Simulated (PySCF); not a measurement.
Atoms are numbered as in `[CH:1]#[C:2][Si@@H:3]([OH:4])[O:5][SiH3:6]`. Hydrogens are named by the atom that carries them.

Geometry: PBE0-D3(BJ)/def2-SVP; GIAO shifts from PySCF, gas phase, non-relativistic, averaged over equivalent atoms.

At PBE0/def2-SVP (122 basis functions, 14 s wall time on 1 thread of an Arm Neoverse V1, shared host):
```tsv
atoms	δ (ppm)
C1	91.6
C2	80.8
Si6	-47.4
Si3	-64.4
O4	62.6
O5	54.9
H(Si6)	5.03
H(Si3)	4.49
H(C1)	2.00
H(O4)	1.82
```

Referencing at the same level of theory: ¹³C (σ = 193.72 ppm), ²⁹Si (σ = 407.17 ppm), ¹H (σ = 31.34 ppm) against TMS; ¹⁷O (σ = 343.04 ppm) vs H2O.

Estimate the result of repeating the calculation with mPW1PW91/pcSseg-1.

## Answers


```json
{"atoms": "C1", "δ at mPW1PW91/pcSseg-1": "99.1", "change": "+7.5"}
{"atoms": "C2", "δ at mPW1PW91/pcSseg-1": "86.8", "change": "+6.0"}
{"atoms": "Si6", "δ at mPW1PW91/pcSseg-1": "-41.1", "change": "+6.3"}
{"atoms": "Si3", "δ at mPW1PW91/pcSseg-1": "-57.4", "change": "+7.0"}
{"atoms": "O4", "δ at mPW1PW91/pcSseg-1": "66.1", "change": "+3.5"}
{"atoms": "O5", "δ at mPW1PW91/pcSseg-1": "50.6", "change": "-4.3"}
{"atoms": "H(Si6)", "δ at mPW1PW91/pcSseg-1": "5.00", "change": "-0.03"}
{"atoms": "H(Si3)", "δ at mPW1PW91/pcSseg-1": "4.46", "change": "-0.03"}
{"atoms": "H(C1)", "δ at mPW1PW91/pcSseg-1": "2.26", "change": "+0.26"}
{"atoms": "H(O4)", "δ at mPW1PW91/pcSseg-1": "2.12", "change": "+0.30"}
```

δ = σ(ref) − σ, references computed at the same level: ¹³C (σref 183.54) and ²⁹Si (σref 350.83) and ¹H (σref 31.32) against TMS; H2O for ¹⁷O (σref 333.30).

The largest change is at C1 (terminal alkyne carbon). Cost: 146 basis functions, 24 s wall time on 1 thread of an Arm Neoverse N1, shared host.

Experimental scales use liquid or dissolved standards, which lie at an offset from isolated H2O (liquid H2O: subtract about 36 ppm).
